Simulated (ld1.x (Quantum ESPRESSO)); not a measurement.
# B, ultrasoft: configuration errors across variants

```json
{
 "Element": "B (Z = 5)",
 "Generator": "ld1.x (Quantum ESPRESSO) 7.5",
 "Type": "ultrasoft",
 "Functional": "LDA (PZ)",
 "Relativity": "scalar-relativistic",
 "Frozen core": "[He]",
 "Valence charge": "3",
 "Reference configuration": "2s2 2p1",
 "Partial waves": "2s (bound): rcut 1.30, rcutus 1.75 bohr; 2s channel at -0.35 Ry: rcut 1.30, rcutus 1.75 bohr; 2p (bound): rcut 2.60, rcutus 3.50 bohr; 2p channel at 2.8 Ry: rcut 2.60, rcutus 3.50 bohr",
 "Local potential": "all-electron potential smoothed inside 3.50 bohr (lloc = -2)",
 "Core correction": "Bessel-smoothed model core, default radius (core density twice the valence density)",
 "Augmentation charge": "built from norm-conserving waves at rcut, not smoothed further"
}
```

All-electron excitation energies from the reference (eV): (1) 2s2 2p0 8.327; (2) 2s1 2p0 33.631; (3) 2s2 2p0.5 2.943; (4) 2s2 2p1.3 -0.772; (5) 2s1 2p1 14.283; (6) 2s0 2p3 11.401; (7) 2s1 2p2 5.686; (8) 2s2 2p1 spin -0.235; (9) 2s1 2p0 spin 32.903.

Spin tests fill each open shell by Hund’s rule, majority spin first.

The default core radius of the base comes out at 0.69 bohr.

3 further variants failed, have other tests or another functional or relativity, and are left out.

Errors AE − PS in meV (a dash: test not solved or not reliable):

| change | (1) | (2) | (3) | (4) | (5) | (6) | (7) | (8) | (9) | bound ghosts |
| --- | --- | --- | --- | --- | --- | --- | --- | --- | --- | --- |
| base | +50 | +174 | -13 | -11 | -228 | -40 | -8.4 | +5.2 | +167 | not determined |
| type TM; waves now 2p (bound): rc 3.50 bohr; 2s (bound): rc 1.75 bohr; local potential the s channel | +143 | +415 | +22 | +2.2 | -71 | -112 | -28 | +3.7 | +398 | none |
| core correction Bessel-smoothed model core inside 2.04 bohr | +55 | +224 | -12 | -11 | -217 | -35 | -7.6 | +17 | +309 | not determined |
| waves 2p (bound): rcut 2.18, rcutus 2.32 bohr; 2p channel at 2.8 Ry: rcut 2.18, rcutus 2.32 bohr | +25 | +102 | -14 | -9.2 | -186 | -11 | -1.8 | +5.1 | +95 | not determined |
| augmentation PSQ, radius 1.35 bohr | -1.0 | +28 | -6.1 | -4.1 | -37 | +2.3 | +0.7 | -1.2 | +22 | none |
| wave 2s channel at -0.35 Ry: rcut 1.30, rcutus 1.75 bohr becomes 2s channel at 0.97 Ry: rcut 1.30, rcutus 1.75 bohr | +48 | +166 | -14 | -11 | -229 | -40 | -8.4 | +5.3 | +160 | not determined |
| local potential all-electron potential smoothed inside 2.05 bohr (lloc = -1) | +48 | +159 | -9.2 | -8.3 | -189 | -35 | -7.7 | +5.5 | +156 | not determined |
| waves 2s (bound): rcut 1.30, rcutus 2.08 bohr; 2s channel at -0.35 Ry: rcut 1.30, rcutus 2.08 bohr | +50 | +172 | -13 | -11 | -228 | -40 | -8.4 | +5.2 | +165 | not determined |
| all radii but the core radius scaled by about 1.13 (s 1.98, p 3.96 bohr, rcut 1.48/2.94); local potential all-electron potential smoothed inside 3.96 bohr (lloc = -2) | +79 | +254 | -17 | -17 | -321 | -88 | -19 | +4.0 | +242 | not determined |

Task: Give the same row for: local potential all-electron potential smoothed inside 1.50 bohr (lloc = -2).

Result: +48, +159, -9.0, -8.1, -187, -35, -7.7, +5.5, +156; bound ghosts: not determined.
